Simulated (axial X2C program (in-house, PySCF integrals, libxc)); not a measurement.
# Density and ELF of TiH⁻

All values were computed with an in-house relativistic program for diatomic molecules. Spin-free means the one-electron spin-free X2C Hamiltonian. Basis: Ti dyall-acv3z [11s11p7d4f2g], H dyall-av3z [7s3p2d] (cores contracted in-house); Gaussian nuclei, density fitting, unrestricted open shells. Masses: Ti 47.948 u, H 1.008 u.

PBE0, scalar-relativistic, state M_S = 1, Λ = 3 (beyond evenly filled blocks: π+α, δ+α); Ti at z = 0, H at z = 1.824 Å.

The maps cover the half plane through the axis: z from -2.4 to 4.2 Å along the bond, ρ from 0.15 to 2.25 Å away from it.

log10 of the density in e/bohr³:

```
 ρ\z  -2.4  -1.8  -1.2  -0.6   0.0   0.6   1.2   1.8   2.4   3.0   3.6   4.2
0.15  -2.7  -2.4  -1.9  -0.3   1.4  -0.4  -1.1  -0.6  -1.4  -2.3  -3.0  -3.8
0.45  -2.7  -2.4  -2.0  -0.7   0.1  -0.7  -1.3  -1.1  -1.6  -2.4  -3.1  -3.8
0.75  -2.7  -2.4  -2.1  -1.2  -0.7  -1.2  -1.6  -1.5  -1.9  -2.5  -3.2  -3.9
1.05  -2.8  -2.5  -2.1  -1.7  -1.4  -1.7  -1.9  -1.9  -2.2  -2.8  -3.4  -4.0
1.35  -2.8  -2.5  -2.3  -2.0  -1.9  -2.1  -2.2  -2.3  -2.6  -3.0  -3.6  -4.2
1.65  -2.9  -2.6  -2.4  -2.2  -2.2  -2.4  -2.6  -2.7  -2.9  -3.3  -3.8  -4.4
1.95  -3.0  -2.8  -2.6  -2.4  -2.4  -2.6  -2.8  -3.0  -3.3  -3.6  -4.1  -4.6
2.25  -3.1  -2.9  -2.7  -2.6  -2.7  -2.9  -3.1  -3.3  -3.6  -3.9  -4.3  -4.8
```

Electron localisation function (collinear form, no current term, damped to 0 at low density):

```
 ρ\z  -2.4  -1.8  -1.2  -0.6   0.0   0.6   1.2   1.8   2.4   3.0   3.6   4.2
0.15  0.84  0.27  0.02  0.81  0.84  0.72  0.79  1.00  1.00  1.00  0.82  0.02
0.45  0.86  0.39  0.03  0.66  0.76  0.59  0.70  1.00  1.00  1.00  0.75  0.01
0.75  0.89  0.59  0.08  0.30  0.64  0.24  0.56  1.00  1.00  0.99  0.55  0.01
1.05  0.90  0.76  0.28  0.17  0.21  0.10  0.38  0.96  0.99  0.95  0.26  0.00
1.35  0.90  0.86  0.60  0.31  0.18  0.10  0.22  0.79  0.92  0.74  0.07  0.00
1.65  0.88  0.90  0.80  0.59  0.35  0.15  0.12  0.36  0.57  0.26  0.01  0.00
1.95  0.83  0.90  0.87  0.76  0.53  0.20  0.07  0.10  0.13  0.04  0.00  0.00
2.25  0.71  0.85  0.87  0.80  0.60  0.22  0.05  0.03  0.02  0.00  0.00  0.00
```

Axial spin density in 10⁻³ e/bohr³:

```
 ρ\z  -2.4  -1.8  -1.2  -0.6    0.0   0.6  1.2   1.8   2.4   3.0   3.6  4.2
0.15  -1.3  -2.0  -1.1  47.6  141.1  39.1  4.9  -8.4  -3.0  -0.6  -0.1  0.0
0.45  -1.2  -1.7   0.4  40.5  119.6  40.3  4.4  -2.6  -1.9  -0.5  -0.1  0.0
0.75  -1.1  -1.3   1.3  21.1   42.7  20.7  3.3  -0.8  -1.0  -0.3  -0.1  0.0
1.05  -0.9  -0.9   1.2   9.9   16.3   9.2  2.2  -0.1  -0.4  -0.2  -0.1  0.0
1.35  -0.7  -0.6   0.8   4.8    7.1   4.4  1.4   0.1  -0.2  -0.1   0.0  0.0
1.65  -0.5  -0.5   0.4   2.3    3.3   2.2  0.8   0.1  -0.1  -0.1   0.0  0.0
1.95  -0.4  -0.4   0.1   1.1    1.6   1.2  0.5   0.1   0.0   0.0   0.0  0.0
2.25  -0.3  -0.3   0.0   0.5    0.8   0.6  0.3   0.1   0.0   0.0   0.0  0.0
```

One determinant describes the state; a PBE0 search over occupations chose it and may have missed a lower one. The highest occupied level is positive at some bond lengths even in Hartree–Fock (under at least one Hamiltonian), so the basis set holds the extra electron there; where that holds at Re the anion is at best weakly bound and its constants depend on the basis. PBE0 can misorder states that lie within some tenths of an eV, so this need not be the ground state of the molecule. The nearest other spin-free determinant of the search, M_S = 1, Λ = 0, lies 0.06 eV up at the distance of the search. The functionals have no current-density term, which raises determinants with orbital currents, atoms included. The determinant is spin-polarised beyond a pure state at some levels (its spin-free form has ⟨S²⟩ too high), which makes Re and μ there less reliable.
